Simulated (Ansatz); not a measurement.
Reaction (homolysis of the Al–Br bond): `[NH2][Al]([Cl])[Br]` → `[NH2][Al][Cl]`• + Br•

Gas-phase electronic energies from Ansatz, PBE0-D4/def2-TZVP geometries. CCSD(T)/CBS is the MP2 limit (def2-TZVPP, def2-QZVPP) plus CCSD(T) − MP2 in def2-TZVPP, frozen cores. Functionals use def2-TZVPP. B3LYP here is the variant with VWN-RPA as its local correlation; programs differ in this. HSE06 is defined as in plane-wave codes. No spin–orbit coupling; open shells (•) take unrestricted orbitals. Spin–orbit coupling would lower the free atoms: clearly for Br. For Br outer-core shells are correlated without core-valence functions, so the limit isn't a true one: a few kJ/mol of doubt a bond, and 10 to 20 or more in all where bonds break to atoms. Scalar relativity is left out up to krypton. One conformer a species, not always the lowest.

`[NH2][Al]([Cl])[Br]`:

Cartesian coordinates in Å:
```
N 0.830 0.366 0.518
Al -0.577 -0.215 -0.340
Cl -2.289 0.966 -0.447
Br -0.538 -2.227 -1.324
H 0.884 1.257 0.983
H 1.690 -0.148 0.611
```

`[NH2][Al][Cl]`•:

Z-matrix (Å, degrees):
```
N
Al 1 1.765
H 1 1.009 2 124.1
H 1 1.007 2 124.9 3 180.0
Cl 2 2.116 1 116.7 3 -0.0
```

```
    level  ΔE (kJ/mol)
revPBE-D4        420.7
 B3LYP-D4        430.1
 HSE06-D4        438.1
  r2SCAN0        436.6
```

**Question.** What does CCSD(T)/CBS give? (An estimate is asked.)

**Answer.** Ansatz gave: +459.2 kJ/mol. The listed levels differ from it by -38.5, -29.1, -21.1, -22.6 kJ/mol.

Largest T1 diagnostic among the species: 0.012.

From BLYP to BHLYP (50 % exact exchange), in def2-TZVPP and without D4, ΔE moves by +12.6 kJ/mol. In def2-TZVPP, CCSD(T) changes the Hartree–Fock value by +97.1 kJ/mol (the triples alone add +7.7 kJ/mol) and MP2 by +112.0 kJ/mol; breaking electron pairs costs correlation energy, which Hartree–Fock lacks.

CCSD(T)/CBS has its own doubt, a few kJ/mol and more with outer-core shells, so smaller differences from it don't rank the levels.
